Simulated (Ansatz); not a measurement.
`C[SiH2][BH][GeH3]` + `C[SiH2]O` → `C[SiH2][O][GeH3]` + `B[SiH2]C`  (cleavage of the Ge–B bond)

Calculated with Ansatz (gas phase, PBE0-D4/def2-TZVP geometries, no zero-point term in ΔE). CCSD(T)/CBS adds triple-zeta CCSD(T) − MP2 to the extrapolated MP2 energy (def2 sets, frozen cores). This one scheme is used for every species. DFT in def2-TZVPP. B3LYP here is the variant with VWN-RPA as its local correlation; programs differ in this. HSE06 is defined as in plane-wave codes. For Ge outer-core shells are correlated without core-valence functions, which leaves a few kJ/mol of doubt a bond. Scalar relativity is left out up to krypton. One conformer a species, not always the lowest.

(1) Is it downhill or uphill in electronic energy at CCSD(T)/CBS, and by how much? (Best estimate.)

(2) What do these levels give: B97M-V, r2SCAN0-D4, HSE06-D4, BHLYP-D4, CAM-B3LYP-D4, PBE-QIDH, r2SCAN, B3LYP, r2SCANh, CAM-B3LYP, MP2/def2-SVP, CCSD(T)/def2-TZVPP? (An estimate is asked.)

Largest T1 diagnostic among the species: 0.012.

## Answers

(1) Ansatz gave: Downhill: ΔE = -32.4 kJ/mol.

(2) Ansatz gave: B97M-V -35.9, r2SCAN0-D4 -32.0, HSE06-D4 -23.8, BHLYP-D4 -45.3, CAM-B3LYP-D4 -41.3, PBE-QIDH -34.3, r2SCAN -30.4, B3LYP -38.3, r2SCANh -31.1, CAM-B3LYP -42.4, MP2/def2-SVP -50.3, CCSD(T)/def2-TZVPP -37.1 kJ/mol.

Leaving LDA and LC-ωPBE aside and taking each functional with its dispersion term where it has one, the values, not all of them listed here, spread over 27.3 kJ/mol, from BHLYP-D4 to PBE-D4. LDA lies +8.2 kJ/mol from PBE without D4. In def2-TZVPP, CCSD(T) changes the Hartree–Fock value by +27.5 kJ/mol (the triples alone add +2.5 kJ/mol) and MP2 by +23.6 kJ/mol.
